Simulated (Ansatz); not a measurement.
Cost and result for the atomization energy of C2H9NOSi, SMILES `C[SiH2]OCN` (14 atoms, 13 bonds).

Cartesian coordinates in Å:
```
C -1.592 1.634 0.233
Si -1.189 0.077 -0.709
O -0.150 -0.906 0.105
C 1.210 -0.606 0.299
N 1.932 -1.827 0.496
H -2.314 2.238 -0.325
H -2.027 1.401 1.208
H -0.700 2.246 0.393
H -0.585 0.450 -2.024
H -2.412 -0.733 -0.931
H 1.566 -0.012 -0.561
H 1.333 0.005 1.202
H 2.131 -2.297 -0.377
H 2.798 -1.671 0.992
```

Total charge 0; spin multiplicity 1. Geometry: relaxed with PBE0-D4/def2-TZVP. It is one conformer, not always the lowest. Program: Ansatz. All runs use 4 threads of an Intel Xeon Platinum 8488C on a shared host. Times are those of one run each, without the atoms' runs, and a repeat can differ threefold. Electronic energies, without spin–orbit coupling; frozen cores. CCSD(T)/CBS adds CCSD(T) − MP2 in def2-TZVPP to the MP2 limit, and its time is that of the two runs behind it. T1 = 0.011.

CCSD(T)/CBS is a level of theory with its own doubt, some kJ/mol a heavy atom from the limit and from the frozen cores, so smaller differences don't rank the functionals.

```json
{"level": "LDA (SPW92)/def2-TZVPP", "functions": "292", "wall time": "1.7 s", "atomization (kcal/mol)": "1387.2", "difference from CCSD(T)/CBS": "166.3", "per bond": "12.8"}
{"level": "BLYP-D4/def2-TZVPP", "functions": "292", "wall time": "1.9 s", "atomization (kcal/mol)": "1217.7", "difference from CCSD(T)/CBS": "-3.2", "per bond": "-0.2"}
{"level": "PBE0-D4/def2-TZVPP", "functions": "292", "wall time": "2.6 s", "atomization (kcal/mol)": "1216.7", "difference from CCSD(T)/CBS": "-4.2", "per bond": "-0.3"}
{"level": "CAM-B3LYP-D4/def2-TZVPP", "functions": "292", "wall time": "3.2 s", "atomization (kcal/mol)": "1227.9", "difference from CCSD(T)/CBS": "7.0", "per bond": "0.5"}
{"level": "r2SCAN-D4/def2-TZVPP (with forces)", "functions": "292", "wall time": "3.7 s", "atomization (kcal/mol)": "1218.0", "difference from CCSD(T)/CBS": "-2.9", "per bond": "-0.2"}
{"level": "r2SCANh-D4/def2-TZVPP", "functions": "292", "wall time": "4.5 s", "atomization (kcal/mol)": "1211.4", "difference from CCSD(T)/CBS": "-9.5", "per bond": "-0.7"}
{"level": "B2PLYP/def2-TZVPP", "functions": "292", "wall time": "5 s", "atomization (kcal/mol)": "1207.2", "difference from CCSD(T)/CBS": "-13.7", "per bond": "-1.1"}
{"level": "CCSD(T)/def2-SVP", "functions": "119", "wall time": "5.5 s", "atomization (kcal/mol)": "1145.7", "difference from CCSD(T)/CBS": "-75.2", "per bond": "-5.8"}
{"level": "ωB97X-V/def2-TZVPP", "functions": "292", "wall time": "6 s", "atomization (kcal/mol)": "1224.4", "difference from CCSD(T)/CBS": "3.5", "per bond": "0.3"}
{"level": "ωB97M-V/def2-TZVPP (with forces)", "functions": "292", "wall time": "8.5 s", "atomization (kcal/mol)": "1223.9", "difference from CCSD(T)/CBS": "3.0", "per bond": "0.2"}
{"level": "MP2/def2-QZVPP", "functions": "568", "wall time": "26 s", "atomization (kcal/mol)": "1219.1", "difference from CCSD(T)/CBS": "-1.8", "per bond": "-0.1"}
{"level": "CCSD(T)/def2-TZVPP", "functions": "292", "wall time": "3.1 min", "atomization (kcal/mol)": "1188.2", "difference from CCSD(T)/CBS": "-32.7", "per bond": "-2.5"}
{"level": "CCSD(T)/CBS(def2)", "functions": "–", "wall time": "3.6 min", "atomization (kcal/mol)": "1220.9", "difference from CCSD(T)/CBS": "0.0", "per bond": "0.0"}
```

In def2-TZVPP, CCSD(T) changes the Hartree–Fock value by +304.4 kcal/mol (the triples alone add +15.3 kcal/mol) and MP2 by +315.8 kcal/mol; breaking electron pairs costs correlation energy, which Hartree–Fock lacks. The D4 term adds +9.4 kcal/mol with B3LYP and +5.0 kcal/mol with PBE0; it sums over pairs of atoms, weighted by their polarisabilities, and B3LYP, whose exchange is more repulsive, gets the larger term. From r2SCAN to r2SCAN0 (25 % exact exchange), in def2-TZVPP and without D4, the atomization energy moves by −16.2 kcal/mol: exact exchange takes away binding that semilocal exchange gives to molecules.

B3LYP here is the variant with VWN-RPA as its local correlation; programs differ in this.
